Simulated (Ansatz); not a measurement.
BrCl₃Zr (`[Cl][Zr]([Cl])([Cl])[Br]`), relaxed with RKS PBE0-D4/def2-TZVP in Ansatz 0.2.0 from a PBE-D4/def2-SVP geometry. The force threshold is 0.005 eV/Å; the program also tests the step.

Charge 0, multiplicity 1. Zr: def2 effective core potential.

Start:

```xyz
5

Cl   -1.565    1.502   -0.890
Zr    0.001    0.029    0.017
Cl    2.139    0.943   -0.174
Cl   -0.491   -0.350    2.265
Br   -0.084   -2.124   -1.219
```

Task: By how much does the energy fall, and how many steps does the optimiser take? (An estimate is asked.)

Result: The calculation gave: 0.01 eV, in 4 steps.

Task: Which bonds change most? (An estimate is asked.)

Result: Ansatz gave: Cl1–Zr2 from 2.333 to 2.314 Å; Zr2–Cl3 from 2.333 to 2.314 Å; Zr2–Cl4 from 2.333 to 2.314 Å; Zr2–Br5 from 2.484 to 2.472 Å.

Task: Give the relaxed structure. (An estimate is asked.)

Result: The calculation gave: 
```xyz
5

Cl   -1.550    1.493   -0.879
Zr    0.001    0.026    0.015
Cl    2.119    0.940   -0.169
Cl   -0.486   -0.342    2.247
Br   -0.084   -2.117   -1.214
```
